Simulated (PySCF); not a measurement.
B3LYP has the VWN-RPA correlation part, as in Gaussian. Delta-SCF ions had no search for a lower state. Excitations are Tamm–Dancoff values on a coarser integration grid. The basis has no diffuse functions, so Rydberg states are missing or too high.

**C₃H₄S, SMILES `CC#CS` (charge 0, multiplicity 1)**

The numbers are results of B3LYP-D3(BJ)/def2-TZVP // PBE0-D3(BJ)/def2-TZVP (PySCF), not measurements.

```
Quantity                                                                Result
--------------------------------------  --------------------------------------
HOMO                                                                  -6.26 eV
dipole moment                                                        0.270 e·Å
LUMO                                                                  -0.22 eV
HOMO–LUMO gap                                                          6.04 eV
S1 excitation (TDA)                                                    4.70 eV
S1 oscillator strength                                                   0.000
T1 excitation (TDA)                                                    4.34 eV
S1–T1 gap (TDA)                                                        0.36 eV
vertical ionisation energy (Delta-SCF)                                 8.63 eV
total energy                                                      -514.9368 Ha
cost                                    about 60 core-seconds (a rough figure)
```

```xyz
8

C     -1.4829     0.0794     0.0400
C     -0.0391     0.1306    -0.0594
C      1.1631     0.1645    -0.1433
S      2.8287     0.3602    -0.2512
H     -1.8940    -0.6668    -0.6446
H     -1.8087    -0.1709     1.0529
H     -1.9175     1.0467    -0.2259
H      3.1504    -0.9437    -0.3422
```
